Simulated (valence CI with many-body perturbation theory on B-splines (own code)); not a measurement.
## Missing levels of Pb43+

Method: relativistic CI+MBPT: three valence electrons over a frozen Dirac-Fock core [Kr], radial functions for each j: 7 s, 7 p, 8 d, 6 f, 4 g, 1 h, with the one-electron correlation potential Σ1 (screened to all orders), the two-electron term Σ2, the three-electron term Σ3, Breit, model QED; selected single and double excitations, second order for the rest, scaled by the run's own slope (own B-spline code, finite nucleus).

No measured spectrum was set against this ion. As an estimate, large intervals hold to a few tenths of a per cent, small ones and those within an open d or f shell to about a per cent. The list stops below the first excitations out of the core.

```csv
Level,E (eV)
(4d3/2^3) J=3/2,0.000
(4d3/2^2 4d5/2) J=5/2 [a],?
(4d3/2^2 4d5/2) J=3/2,30.792
(4d3/2^2 4d5/2) J=7/2,32.895
(4d3/2^2 4d5/2) J=9/2,33.030
(4d3/2^2 4d5/2) J=1/2,33.231
(4d3/2^2 4d5/2) J=5/2 [b],43.332
(4d3/2 4d5/2^2) J=7/2 [a],?
(4d3/2 4d5/2^2) J=9/2,62.689
(4d3/2 4d5/2^2) J=3/2 [a],64.579
(4d3/2 4d5/2^2) J=1/2,65.931
(4d3/2 4d5/2^2) J=5/2 [a],?
(4d3/2 4d5/2^2) J=11/2,67.038
(4d3/2 4d5/2^2) J=5/2 [b],70.427
(4d3/2 4d5/2^2) J=7/2 [b],70.770
(4d3/2 4d5/2^2) J=3/2 [b],?
(4d5/2^3) J=9/2,?
(4d5/2^3) J=3/2,?
(4d5/2^3) J=5/2,105.272
```

Levels are named by their leading jj configuration (3d3/2^4 stands for four electrons in 3d with j = 3/2), which in mixed levels can hold well under half, so a name can repeat and another be missing. Letters in brackets count levels of one name in rising energy.

**Question.** The levels stand in rising order. What does the calculation give for the missing energies?

**Answer.** (4d3/2^2 4d5/2) J=5/2 [a] 28.179; (4d3/2 4d5/2^2) J=7/2 [a] 60.444; (4d3/2 4d5/2^2) J=5/2 [a] 66.411; (4d3/2 4d5/2^2) J=3/2 [b] 79.460; (4d5/2^3) J=9/2 94.815; (4d5/2^3) J=3/2 100.632.
